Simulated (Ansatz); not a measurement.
Relaxation of In10N11H28⁺, a nanocrystal cut from wurtzite InN (hydrogen-capped) with RKS r2SCAN-D4/def2-SVP.

```sh
$ ansatz run in.yaml --threads 2 --pin off --events-out ev --progress --plain --max-ram 32768MiB --backend cuda --devices 0, --max-vram 18GiB
```

```yaml
crystal:
  periodic: [false, false, false]
  atoms:
    - {symbol: In, position_ang: [0.200990, -2.053500, -3.297390]}
    - {symbol: N, position_ang: [-1.464010, -0.840550, -4.070530]}
    - {symbol: N, position_ang: [0.176320, -1.841440, -1.192490]}
    - {symbol: In, position_ang: [-1.652750, -0.953330, -0.494410]}
    - {symbol: In, position_ang: [0.169950, -2.002520, 2.289540]}
    - {symbol: N, position_ang: [-1.540360, -0.889140, 1.624690]}
    - {symbol: N, position_ang: [0.158680, -1.785380, 4.437320]}
    - {symbol: In, position_ang: [-1.758030, -1.015510, 5.274550]}
    - {symbol: In, position_ang: [-1.680490, 1.207190, -3.291320]}
    - {symbol: N, position_ang: [-1.506290, 1.076420, -1.187590]}
    - {symbol: In, position_ang: [-1.643950, 1.146690, 2.292950]}
    - {symbol: N, position_ang: [-1.458970, 1.028570, 4.439550]}
    - {symbol: N, position_ang: [1.859220, -0.840830, -4.076030]}
    - {symbol: In, position_ang: [1.997690, -0.932800, -0.467300]}
    - {symbol: N, position_ang: [1.884010, -0.900170, 1.642950]}
    - {symbol: In, position_ang: [2.078160, 1.202690, -3.291680]}
    - {symbol: N, position_ang: [0.197300, 2.036050, -4.071060]}
    - {symbol: N, position_ang: [1.875700, 1.081190, -1.197480]}
    - {symbol: In, position_ang: [0.194180, 2.194940, -0.463320]}
    - {symbol: In, position_ang: [2.018880, 1.159570, 2.427020]}
    - {symbol: N, position_ang: [0.169020, 2.077070, 1.646460]}
    - {symbol: H, position_ang: [0.198070, -3.628840, -3.871390]}
    - {symbol: H, position_ang: [-2.322310, -1.337290, -3.818430]}
    - {symbol: H, position_ang: [-1.445470, -0.828180, -5.092610]}
    - {symbol: H, position_ang: [0.179520, -2.796690, -0.823720]}
    - {symbol: H, position_ang: [-2.986210, -1.721700, -1.244830]}
    - {symbol: H, position_ang: [0.120600, -3.573990, 1.638450]}
    - {symbol: H, position_ang: [-2.361880, -1.363380, 2.004190]}
    - {symbol: H, position_ang: [0.421190, -2.659250, 4.892350]}
    - {symbol: H, position_ang: [0.877460, -1.104600, 4.701670]}
    - {symbol: H, position_ang: [-3.046120, -1.754450, 4.452220]}
    - {symbol: H, position_ang: [-1.494900, -0.864180, 6.931730]}
    - {symbol: H, position_ang: [-3.047780, 1.990670, -3.862700]}
    - {symbol: H, position_ang: [-2.330250, 1.557780, -0.816690]}
    - {symbol: H, position_ang: [-3.028220, 1.896760, 1.646730]}
    - {symbol: H, position_ang: [-2.082730, 1.693840, 4.895500]}
    - {symbol: H, position_ang: [-0.509960, 1.307940, 4.704640]}
    - {symbol: H, position_ang: [1.836610, -0.827970, -5.097730]}
    - {symbol: H, position_ang: [2.719230, -1.336390, -3.827390]}
    - {symbol: H, position_ang: [3.308430, -1.720930, -1.238180]}
    - {symbol: H, position_ang: [2.713420, -1.384900, 1.992520]}
    - {symbol: H, position_ang: [3.437250, 1.991270, -3.873590]}
    - {symbol: H, position_ang: [0.196000, 2.011940, -5.093040]}
    - {symbol: H, position_ang: [0.198840, 3.027980, -3.820410]}
    - {symbol: H, position_ang: [2.692190, 1.551870, -0.796810]}
    - {symbol: H, position_ang: [0.167790, 3.725140, -1.235120]}
    - {symbol: H, position_ang: [1.849940, 1.057590, 4.134630]}
    - {symbol: H, position_ang: [3.296710, 1.897840, 1.546030]}
    - {symbol: H, position_ang: [0.167340, 3.036930, 1.997550]}
basis:
  gaussian: {orbitals: def2-SVP, fitting: {mean_field: def2-universal-jkfit}}
total_charge: 1
hamiltonian: {xc: r2scan, dispersion: d4}
scf: {lower_state_search: "off"}
output: {orbitals: {seedname: orbitals}}
relax: {f_tol: 0.03, max_steps: 70}
```

Run time 67 s (2 threads of AMD EPYC 7R13 on a shared host and a share (18 GiB) of an NVIDIA H100 80GB HBM3), peak host memory 1.2 GiB.

Positions (Å) and forces (eV/Å) at steps 1, 2, 3, 4, 5 of 5:

```xyz
49
step=1 energy=-68588.1971 eV
In    0.201   -2.054   -3.297   -0.021   -0.319   -0.239
N    -1.464   -0.841   -4.071    0.205    0.122    0.288
N     0.176   -1.841   -1.192    0.011    0.438    0.109
In   -1.653   -0.953   -0.494   -0.699   -0.401   -0.170
In    0.170   -2.003    2.290    0.100   -0.493    0.033
N    -1.540   -0.889    1.625    0.406    0.223    0.160
N     0.159   -1.785    4.437   -0.034    0.265   -0.059
In   -1.758   -1.016    5.275   -0.119   -0.072    0.234
In   -1.680    1.207   -3.291   -0.292    0.127   -0.246
N    -1.506    1.076   -1.188    0.389   -0.216    0.110
In   -1.644    1.147    2.293   -0.384    0.347    0.028
N    -1.459    1.029    4.440    0.194   -0.165   -0.051
N     1.859   -0.841   -4.076   -0.188    0.110    0.304
In    1.998   -0.933   -0.467    0.686   -0.437   -0.140
N     1.884   -0.900    1.643   -0.343    0.444    0.118
In    2.078    1.203   -3.292    0.290    0.166   -0.276
N     0.197    2.036   -4.071    0.007   -0.220    0.289
N     1.876    1.081   -1.197   -0.357   -0.200    0.117
In    0.194    2.195   -0.463   -0.026    0.824   -0.148
In    2.019    1.160    2.427    0.261    0.144    0.052
N     0.169    2.077    1.646    0.215   -0.524    0.113
H     0.198   -3.629   -3.871    0.004   -0.507   -0.265
H    -2.322   -1.337   -3.818   -0.129   -0.071   -0.078
H    -1.445   -0.828   -5.093   -0.064   -0.036   -0.080
H     0.180   -2.797   -0.824    0.010   -0.184    0.007
H    -2.986   -1.722   -1.245   -0.273   -0.157   -0.094
H     0.121   -3.574    1.638   -0.012   -0.426   -0.027
H    -2.362   -1.363    2.004   -0.213   -0.122    0.060
H     0.421   -2.659    4.892    0.049   -0.128    0.132
H     0.877   -1.105    4.702    0.116   -0.048    0.075
H    -3.046   -1.754    4.452   -0.201   -0.116   -0.309
H    -1.495   -0.864    6.932    0.088    0.049    0.480
H    -3.048    1.991   -3.863   -0.442    0.261   -0.266
H    -2.330    1.558   -0.817   -0.160    0.101    0.011
H    -3.028    1.897    1.647   -0.373    0.202   -0.027
H    -2.083    1.694    4.896   -0.089    0.107    0.131
H    -0.510    1.308    4.705    0.038    0.127    0.077
H     1.837   -0.828   -5.098    0.060   -0.034   -0.091
H     2.719   -1.336   -3.827    0.126   -0.074   -0.073
H     3.308   -1.721   -1.238    0.303   -0.171   -0.120
H     2.713   -1.385    1.993    0.156   -0.101    0.075
H     3.437    1.991   -3.874    0.445    0.257   -0.265
H     0.196    2.012   -5.093    0.000    0.070   -0.081
H     0.199    3.028   -3.820    0.001    0.152   -0.073
H     2.692    1.552   -0.797    0.173    0.099    0.016
H     0.168    3.725   -1.235    0.005    0.335   -0.112
H     1.850    1.058    4.135   -0.098   -0.055    0.284
H     3.297    1.898    1.546    0.192    0.110   -0.095
H     0.167    3.037    1.998   -0.012    0.195    0.079
49
step=2 energy=-68588.5348 eV
In    0.198   -2.175   -3.340   -0.014    0.272    0.245
N    -1.449   -0.832   -4.015    0.027    0.021    0.000
N     0.182   -1.792   -1.221    0.043   -0.326   -0.161
In   -1.753   -1.011   -0.537    0.348    0.201    0.038
In    0.182   -2.100    2.283   -0.070    0.281   -0.200
N    -1.491   -0.861    1.613   -0.125   -0.076   -0.157
N     0.144   -1.784    4.450   -0.066   -0.029    0.058
In   -1.768   -1.022    5.386    0.028    0.017   -0.212
In   -1.787    1.265   -3.335    0.229   -0.150    0.244
N    -1.461    1.056   -1.217   -0.259    0.198   -0.160
In   -1.723    1.208    2.286    0.208   -0.198   -0.199
N    -1.466    1.014    4.453   -0.064   -0.046    0.058
N     1.844   -0.832   -4.015   -0.028    0.023    0.005
In    2.121   -0.996   -0.527   -0.362    0.216    0.007
N     1.843   -0.868    1.610    0.144   -0.098   -0.010
In    2.188    1.266   -3.338   -0.229   -0.134    0.231
N     0.198    2.018   -4.011    0.009   -0.036    0.003
N     1.847    1.065   -1.229    0.270    0.158   -0.145
In    0.201    2.334   -0.523    0.006   -0.422    0.004
In    2.077    1.193    2.438   -0.296   -0.169   -0.150
N     0.177    2.027    1.613   -0.016    0.169   -0.010
H     0.200   -3.777   -3.985    0.001    0.217   -0.001
H    -2.317   -1.333   -3.792   -0.077   -0.046   -0.110
H    -1.422   -0.814   -5.038   -0.120   -0.070   -0.103
H     0.189   -2.750   -0.850   -0.004   -0.184    0.122
H    -3.129   -1.804   -1.260    0.137    0.079    0.097
H     0.128   -3.750    1.719    0.008    0.181    0.128
H    -2.314   -1.335    2.002   -0.153   -0.088    0.091
H     0.366   -2.664    4.924    0.106   -0.035    0.040
H     0.899   -1.139    4.713   -0.017   -0.042   -0.005
H    -3.017   -1.739    4.407    0.103    0.059    0.149
H    -1.485   -0.860    7.084   -0.045   -0.026   -0.171
H    -3.175    2.067   -3.977    0.189   -0.107   -0.001
H    -2.285    1.542   -0.843   -0.162    0.090    0.122
H    -3.177    1.990    1.725    0.160   -0.085    0.126
H    -2.114    1.648    4.927    0.021    0.109    0.041
H    -0.529    1.343    4.714   -0.038    0.008   -0.004
H     1.813   -0.815   -5.039    0.121   -0.070   -0.107
H     2.711   -1.333   -3.794    0.079   -0.045   -0.106
H     3.479   -1.805   -1.275   -0.150    0.092    0.115
H     2.671   -1.338    1.996    0.150   -0.112    0.047
H     3.571    2.068   -3.988   -0.186   -0.108   -0.009
H     0.196    1.985   -5.035    0.000    0.140   -0.105
H     0.198    3.020   -3.788   -0.001    0.093   -0.107
H     2.667    1.537   -0.828    0.141    0.081    0.125
H     0.181    3.914   -1.270    0.005   -0.174    0.115
H     1.822    1.044    4.168    0.040    0.024   -0.125
H     3.382    1.946    1.561   -0.070   -0.041    0.099
H     0.185    2.978    2.000   -0.020    0.189    0.049
49
step=3 energy=-68588.7377 eV
In    0.200   -2.132   -3.342   -0.007    0.027   -0.011
N    -1.468   -0.843   -4.061    0.085    0.051    0.144
N     0.182   -1.834   -1.216    0.011    0.017   -0.067
In   -1.717   -0.990   -0.524   -0.008   -0.004    0.006
In    0.175   -2.070    2.298   -0.017   -0.010   -0.007
N    -1.521   -0.878    1.625    0.082    0.044   -0.051
N     0.157   -1.792    4.468   -0.024    0.077    0.009
In   -1.762   -1.019    5.361    0.026    0.014   -0.016
In   -1.750    1.246   -3.337    0.020   -0.022   -0.013
N    -1.497    1.078   -1.212    0.021    0.000   -0.068
In   -1.700    1.186    2.301   -0.017   -0.007   -0.007
N    -1.466    1.030    4.470    0.051   -0.061    0.010
N     1.866   -0.843   -4.060   -0.083    0.050    0.148
In    2.079   -0.974   -0.506    0.014   -0.005   -0.002
N     1.866   -0.890    1.631   -0.063    0.026   -0.042
In    2.154    1.246   -3.337   -0.020   -0.011   -0.018
N     0.200    2.044   -4.056    0.004   -0.097    0.147
N     1.880    1.084   -1.221   -0.022   -0.011   -0.058
In    0.199    2.287   -0.502    0.003    0.016   -0.004
In    2.042    1.173    2.441   -0.035   -0.020    0.007
N     0.168    2.057    1.635   -0.010   -0.069   -0.042
H     0.203   -3.700   -4.037    0.000    0.014   -0.016
H    -2.335   -1.343   -3.835   -0.030   -0.017   -0.042
H    -1.450   -0.831   -5.086   -0.035   -0.020   -0.027
H     0.188   -2.794   -0.844   -0.001   -0.029    0.011
H    -3.090   -1.782   -1.224    0.014    0.008    0.008
H     0.124   -3.724    1.793   -0.004    0.023    0.014
H    -2.348   -1.355    2.008   -0.032   -0.018    0.009
H     0.406   -2.669    4.936    0.013    0.000    0.003
H     0.902   -1.134    4.722    0.005   -0.016    0.028
H    -3.018   -1.740    4.420    0.010    0.006   -0.004
H    -1.495   -0.867    7.050   -0.014   -0.008   -0.001
H    -3.107    2.032   -4.029    0.012   -0.006   -0.015
H    -2.324    1.563   -0.838   -0.027    0.014    0.011
H    -3.157    1.973    1.798    0.017   -0.016    0.014
H    -2.098    1.685    4.940    0.006    0.011    0.003
H    -0.522    1.342    4.724   -0.008    0.013    0.028
H     1.851   -0.834   -5.085    0.035   -0.021   -0.024
H     2.732   -1.343   -3.828    0.029   -0.018   -0.042
H     3.438   -1.780   -1.225   -0.014    0.010    0.011
H     2.696   -1.375    1.999    0.016   -0.003    0.003
H     3.506    2.030   -4.040   -0.014   -0.008   -0.015
H     0.199    2.027   -5.081    0.000    0.041   -0.023
H     0.200    3.044   -3.823   -0.001    0.034   -0.042
H     2.700    1.557   -0.817    0.022    0.013    0.015
H     0.183    3.867   -1.220    0.002   -0.018    0.011
H     1.805    1.035    4.163   -0.016   -0.009    0.007
H     3.359    1.933    1.603   -0.005   -0.003    0.007
H     0.166    3.018    2.004    0.006    0.016    0.004
49
step=4 energy=-68588.7501 eV
In    0.196   -2.137   -3.356    0.007    0.034    0.002
N    -1.472   -0.845   -4.053   -0.013   -0.007   -0.005
N     0.184   -1.841   -1.235   -0.006    0.005   -0.003
In   -1.708   -0.984   -0.532    0.011    0.007   -0.001
In    0.171   -2.066    2.311    0.012   -0.034   -0.006
N    -1.509   -0.871    1.617   -0.026   -0.015   -0.013
N     0.171   -1.773    4.481   -0.004    0.014    0.006
In   -1.756   -1.017    5.361    0.001    0.001    0.008
In   -1.754    1.245   -3.353    0.031   -0.011    0.002
N    -1.502    1.083   -1.232    0.002   -0.009   -0.003
In   -1.699    1.181    2.314   -0.023    0.027   -0.005
N    -1.443    1.030    4.484    0.011   -0.010    0.006
N     1.869   -0.845   -4.041    0.013   -0.010    0.005
In    2.075   -0.978   -0.516   -0.014    0.020    0.001
N     1.854   -0.894    1.621   -0.003    0.001   -0.026
In    2.157    1.247   -3.342   -0.027   -0.017    0.009
N     0.201    2.047   -4.038   -0.002    0.017    0.005
N     1.877    1.083   -1.229   -0.008   -0.004   -0.009
In    0.194    2.286   -0.513    0.010   -0.023    0.001
In    2.023    1.163    2.438   -0.004   -0.001   -0.005
N     0.158    2.050    1.623    0.000   -0.002   -0.027
H     0.200   -3.686   -4.084   -0.001   -0.020   -0.015
H    -2.338   -1.345   -3.820    0.000    0.000    0.000
H    -1.471   -0.843   -5.080    0.002    0.001    0.015
H     0.184   -2.800   -0.858    0.001   -0.015    0.015
H    -3.085   -1.778   -1.218   -0.006   -0.003    0.000
H     0.101   -3.726    1.829    0.002    0.018    0.013
H    -2.341   -1.351    1.990    0.017    0.010   -0.009
H     0.423   -2.650    4.948    0.003    0.003   -0.002
H     0.914   -1.114    4.739    0.000    0.004    0.000
H    -2.993   -1.728    4.386    0.008    0.004    0.002
H    -1.530   -0.888    7.058   -0.009   -0.005   -0.010
H    -3.094    2.025   -4.077   -0.017    0.009   -0.015
H    -2.331    1.563   -0.853   -0.013    0.009    0.015
H    -3.171    1.953    1.835    0.017   -0.007    0.013
H    -2.073    1.689    4.951    0.005    0.000   -0.001
H    -0.499    1.341    4.740    0.002   -0.001    0.000
H     1.880   -0.848   -5.068   -0.003    0.002    0.011
H     2.731   -1.346   -3.795   -0.001    0.001   -0.001
H     3.443   -1.772   -1.222    0.009   -0.008   -0.001
H     2.690   -1.372    1.985   -0.004   -0.001    0.001
H     3.496    2.020   -4.073    0.017    0.010   -0.016
H     0.204    2.062   -5.064    0.000   -0.004    0.012
H     0.200    3.044   -3.788    0.001   -0.002   -0.001
H     2.694    1.554   -0.815    0.014    0.008    0.009
H     0.190    3.869   -1.218   -0.002    0.012   -0.001
H     1.775    1.020    4.157   -0.011   -0.007    0.020
H     3.348    1.926    1.615    0.003    0.002    0.003
H     0.164    3.012    1.989   -0.003   -0.003    0.001
49
step=5 energy=-68588.7519 eV
In    0.197   -2.137   -3.360   -0.003   -0.002    0.013
N    -1.475   -0.846   -4.051    0.004    0.002    0.000
N     0.181   -1.844   -1.237    0.003    0.001   -0.006
In   -1.709   -0.985   -0.534   -0.001   -0.001   -0.002
In    0.171   -2.065    2.314   -0.009   -0.005    0.000
N    -1.511   -0.873    1.614    0.006    0.003   -0.003
N     0.175   -1.761    4.484   -0.004   -0.004   -0.001
In   -1.758   -1.018    5.358    0.002    0.001    0.000
In   -1.754    1.247   -3.357   -0.003   -0.002    0.012
N    -1.506    1.083   -1.234    0.002    0.003   -0.006
In   -1.699    1.180    2.317   -0.009   -0.005   -0.001
N    -1.431    1.028    4.487   -0.006   -0.001   -0.001
N     1.874   -0.847   -4.037    0.000    0.002   -0.004
In    2.072   -0.976   -0.521   -0.005   -0.002    0.001
N     1.850   -0.893    1.614    0.006    0.005   -0.007
In    2.159    1.248   -3.346   -0.002   -0.001    0.008
N     0.202    2.053   -4.034    0.002   -0.001   -0.003
N     1.880    1.085   -1.233    0.002    0.001   -0.006
In    0.193    2.282   -0.518   -0.003   -0.003    0.000
In    2.018    1.161    2.439    0.003    0.001   -0.004
N     0.156    2.046    1.617    0.007    0.003   -0.007
H     0.200   -3.684   -4.097    0.000    0.000   -0.002
H    -2.340   -1.345   -3.810    0.000    0.000   -0.002
H    -1.479   -0.848   -5.077   -0.003   -0.002    0.002
H     0.184   -2.801   -0.857   -0.001    0.000   -0.001
H    -3.088   -1.779   -1.216   -0.002   -0.001   -0.002
H     0.103   -3.728    1.851    0.001    0.003    0.002
H    -2.344   -1.353    1.985    0.006    0.003    0.005
H     0.436   -2.636    4.950    0.002    0.002    0.003
H     0.914   -1.096    4.739    0.002    0.010   -0.003
H    -2.985   -1.724    4.365    0.000    0.000    0.001
H    -1.555   -0.903    7.058   -0.003   -0.002   -0.001
H    -3.091    2.025   -4.091    0.000    0.000   -0.002
H    -2.332    1.564   -0.852    0.000   -0.001   -0.001
H    -3.173    1.955    1.857    0.003   -0.001    0.002
H    -2.056    1.692    4.955    0.002    0.001    0.002
H    -0.485    1.332    4.741    0.009   -0.003   -0.003
H     1.890   -0.853   -5.063    0.002   -0.001    0.004
H     2.736   -1.348   -3.785   -0.001    0.001    0.001
H     3.439   -1.777   -1.223    0.004   -0.001   -0.001
H     2.687   -1.370    1.978   -0.002   -0.004    0.001
H     3.495    2.019   -4.089    0.000    0.000   -0.002
H     0.204    2.071   -5.060    0.000    0.002    0.004
H     0.201    3.048   -3.780    0.001   -0.002    0.001
H     2.696    1.555   -0.816    0.001    0.000   -0.003
H     0.185    3.868   -1.217    0.001    0.004   -0.001
H     1.763    1.011    4.159   -0.007   -0.003    0.008
H     3.349    1.928    1.630   -0.004   -0.003    0.003
H     0.163    3.009    1.982   -0.004    0.000    0.001
```

In the def2 sets In takes a core potential; there is no spin–orbit coupling. Single mean-field runs in def2-SVP are fitted with def2-universal-jkfit.
